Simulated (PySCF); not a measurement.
Calculation: PySCF 2.14.0 with PBE-D3(BJ)/def2-TZVP // PBE0-D3(BJ)/def2-TZVP. All species are isolated molecules in the gas phase. 

Reference species (SMILES): `[GaH3]` (neutral, multiplicity 1).

| Item | Result |
|---|---|
| HOMO–LUMO gap | 4.70 eV |
| HOMO | -7.34 eV |
| dipole moment | 0.00 D |

Changed species: `[F][Ga]([F])[F]` (3 of 3 H replaced by F; the reference has 0 of 3 H replaced by F).

Problem. Give the shifts of the HOMO–LUMO gap, HOMO and dipole moment.

Solution. the HOMO–LUMO gap goes up by 1.59 eV, to 6.29 eV; the HOMO decreases by 2.32 eV, to -9.66 eV; the dipole moment stays essentially unchanged.
